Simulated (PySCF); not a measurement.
Radial density of As³⁺ (arsenic, charge +3)

M06-2X, [Ar] 3d10 4s2, closed-shell 1S. All numbers are calculated (PySCF 2.14, scalar relativity through the core potential, in aug-cc-pwCVQZ-PP with ECP10MDF). This is the valence pseudo-density: the core potential removes the inner electrons and smooths the orbitals near the nucleus.

```
r (bohr)  4πr²ρ (e/bohr)
0.000936       3.062e-05
 0.00157       8.509e-05
 0.00265       0.0002305
 0.00446       0.0005992
 0.00749        0.001485
  0.0126        0.003370
  0.0212        0.006847
  0.0357         0.01376
  0.0600         0.05447
   0.101          0.4599
   0.170           3.241
   0.285           14.52
   0.480           30.51
   0.808           15.89
    1.36           3.201
    2.28          0.7843
    3.84         0.02697
    6.46       1.424e-05
```

Energies and moments cover only the electrons outside the core potential.
